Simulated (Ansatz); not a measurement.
Cost and result for the atomization energy of CH6N2OSi, SMILES `N[Si]1(O)CN1` (11 atoms, 11 bonds).

```tsv
atom	x (Å)	y (Å)	z (Å)
N1	-0.664	1.681	0.002
Si2	-0.270	0.038	0.169
O3	-1.411	-0.668	1.108
C4	0.668	-1.081	-0.907
N5	1.375	-0.304	0.200
H6	-1.606	1.977	-0.192
H7	0.019	2.309	-0.389
H8	-1.727	-0.148	1.848
H9	0.551	-2.152	-0.735
H10	1.043	-0.864	-1.906
H11	2.020	-0.788	0.801
```

Charge 0, multiplicity 1. The structure was optimised at the PBE0-D4/def2-TZVP level. It is one conformer, not always the lowest. Program: Ansatz. All runs use 4 threads of an Arm Neoverse V1 on a shared host. Times are those of one run each, without the atoms' runs, and a repeat can differ threefold. Electronic energies, without spin–orbit coupling; frozen cores. CCSD(T)/CBS adds CCSD(T) − MP2 in def2-TZVPP to the MP2 limit, and its time is that of the two runs behind it. T1 = 0.011. B3LYP takes the VWN-RPA correlation (the form of Gaussian; ORCA's B3LYP/G).

CCSD(T)/CBS is a level of theory with its own doubt, some kJ/mol a heavy atom from the limit and from the frozen cores, so smaller differences don't rank the functionals.

```csv
level,functions,wall time
PBE-D4/def2-TZVPP (with forces),250,2.2 s
PBE0-D4/def2-TZVPP,250,2.5 s
B3LYP-D4/def2-TZVPP (with forces),250,3.8 s
r2SCAN-D4/def2-TZVPP (with forces),250,4.2 s
B2PLYP/def2-TZVPP,250,4.6 s
ωB97X-V/def2-TZVPP,250,7 s
ωB97M-V/def2-TZVPP (with forces),250,9.5 s
MP2/def2-QZVPP,478,21 s
CCSD(T)/def2-TZVPP,250,2.1 min
CCSD(T)/CBS(def2),–,2.4 min
```

Problem. What atomization energy does each give, and how far from CCSD(T)/CBS? (Best estimate.)

Solution. The calculation gave: 
```json
{"level": "PBE-D4/def2-TZVPP (with forces)", "atomization (kcal/mol)": "1008.9", "difference from CCSD(T)/CBS": "21.3", "per bond": "1.9"}
{"level": "PBE0-D4/def2-TZVPP", "atomization (kcal/mol)": "984.5", "difference from CCSD(T)/CBS": "-3.1", "per bond": "-0.3"}
{"level": "B3LYP-D4/def2-TZVPP (with forces)", "atomization (kcal/mol)": "987.1", "difference from CCSD(T)/CBS": "-0.5", "per bond": "0.0"}
{"level": "r2SCAN-D4/def2-TZVPP (with forces)", "atomization (kcal/mol)": "983.9", "difference from CCSD(T)/CBS": "-3.7", "per bond": "-0.3"}
{"level": "B2PLYP/def2-TZVPP", "atomization (kcal/mol)": "975.5", "difference from CCSD(T)/CBS": "-12.1", "per bond": "-1.1"}
{"level": "ωB97X-V/def2-TZVPP", "atomization (kcal/mol)": "991.4", "difference from CCSD(T)/CBS": "3.8", "per bond": "0.3"}
{"level": "ωB97M-V/def2-TZVPP (with forces)", "atomization (kcal/mol)": "992.2", "difference from CCSD(T)/CBS": "4.6", "per bond": "0.4"}
{"level": "MP2/def2-QZVPP", "atomization (kcal/mol)": "994.7", "difference from CCSD(T)/CBS": "7.1", "per bond": "0.7"}
{"level": "CCSD(T)/def2-TZVPP", "atomization (kcal/mol)": "953.3", "difference from CCSD(T)/CBS": "-34.3", "per bond": "-3.1"}
{"level": "CCSD(T)/CBS(def2)", "atomization (kcal/mol)": "987.6", "difference from CCSD(T)/CBS": "0.0", "per bond": "0.0"}
```

From PBE to PBE0 (25 % exact exchange), in def2-TZVPP and without D4, the atomization energy moves by −23.6 kcal/mol: exact exchange takes away binding that semilocal exchange gives to molecules. The D4 term adds +8.5 kcal/mol with B3LYP and +4.4 kcal/mol with PBE0; it sums over pairs of atoms, weighted by their polarisabilities, and B3LYP, whose exchange is more repulsive, gets the larger term. In def2-TZVPP, CCSD(T) changes the Hartree–Fock value by +288.2 kcal/mol (the triples alone add +17.0 kcal/mol) and MP2 by +309.0 kcal/mol; breaking electron pairs costs correlation energy, which Hartree–Fock lacks.
